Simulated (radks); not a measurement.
The numbers below are computed, except where a source is named.
Te, 52 electrons, occupied as [Kr] 4d10 5s2 5p4.

Code: a radial shooting solver on a logarithmic mesh with Libxc functionals. Model: scalar-relativistic Kohn-Sham, LDA (Slater exchange, Perdew-Wang correlation), spin-polarised, spherical densities, finite nucleus; open shells are filled with parallel spins first (spin-orbit coupling, left out, can overturn this in heavy ions); Fermi nuclear charge, rms radius 4.7423 fm; hard spherical wall at 2.5 bohr.

Energy parts (eV):
part                       energy
total                 -184558.975
kinetic                194135.919
electron-nucleus      -449141.769
Hartree                 75123.650
exchange-correlation    -4676.775

Orbitals (lengths in bohr, moments of r in powers of bohr; r(max) is where P^2 peaks):
orbital  occ.  eigenvalue (eV)   r(max)
1s up       1        -31550.93  0.01796
1s down     1        -31550.70  0.01796
2s up       1        -4807.521   0.1015
2s down     1        -4807.384   0.1015
2p up       3        -4314.329  0.08125
2p down     3        -4314.135  0.08125
3s up       1        -927.4547   0.2931
3s down     1        -927.2394   0.2931
3p up       3        -767.1456   0.2866
3p down     3        -766.9114   0.2866
3d up       5        -523.8651   0.2378
3d down     5        -523.6411   0.2378
4s up       1        -131.8948   0.7034
4s down     1        -131.4443   0.7036
4p up       3         -82.7426   0.7421
4p down     3         -82.2646   0.7423
4d up       5         -11.5588   0.8241
4d down     5         -10.9141   0.8236
4f up       0          57.1998    1.338
4f down     0          58.3534    1.307
5s up       1          21.7293    1.602
5s down     1          23.3814    1.598
5p up       3          39.8286    1.683
5p down     1          41.5183    1.680
5d up       0          72.6672    1.795
5d down     0          74.2632    1.794
6s up       0         145.3822    2.037
6s down     0         146.5436    2.037

The highest occupied level is 5p down at 41.518 eV. The spin density at the nucleus is -1.4152 e/bohr^3 (1s -0.7292, 2s 0.1375, 3s -0.0190, 4s 0.1514, 5s -0.9559).
